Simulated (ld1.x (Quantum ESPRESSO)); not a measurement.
**Ranking RRKJ potentials for chromium (Cr)**

All share these settings but for the change named:

```
Element                 : Cr
Generator               : ld1.x (Quantum ESPRESSO) 7.5
Type                    : norm-conserving RRKJ (Kleinman–Bylander form)
Functional              : PBEsol
Relativity              : scalar-relativistic
Frozen core             : [Ne]
Valence charge          : 14
Reference configuration : 3s2 3p6 3d4 4s2 4p0
Partial waves           : 3p (bound): rc 1.00 bohr; 3d (bound): rc 0.95 bohr; 3s (bound): rc 1.20 bohr
Local potential         : the s channel
Core correction         : none
rho0                    : 0.01
```

Occupied shells without a wave of their own: 4s. They enter only through the test configuration that unscreens the potential.

Test errors are all-electron minus pseudo excitation energies from the reference, over 3s2 3p6 3d5 4s1 4p0; 3s2 3p6 3d5 4s0 4p0; 3s2 3p6 3d4 4s0 4p0; 3s2 3p5 3d5 4s1 4p0; 3s2 3p6 3d4 4s1 4p0; 3s2 3p6 3d6 4s0 4p0; 3s2 3p6 3d4 4s1 4p1. None of these files shows a bound ghost.

The base gives 839.4 meV.

Of 6 variants that were run, those that failed, showed a ghost or another fault, or gave nearly equal values are left out.

Rank these variants by their largest absolute test error, smallest first.
A. wave 3s (bound): rc 1.20 bohr becomes 3s (bound): rc 1.16 bohr
B. wave 3s (bound): rc 1.20 bohr becomes 3s (bound): rc 0.88 bohr
C. wave 3s (bound): rc 1.20 bohr becomes 3s (bound): rc 1.02 bohr

B (144.2 meV), C (318.6 meV), A (717.3 meV).
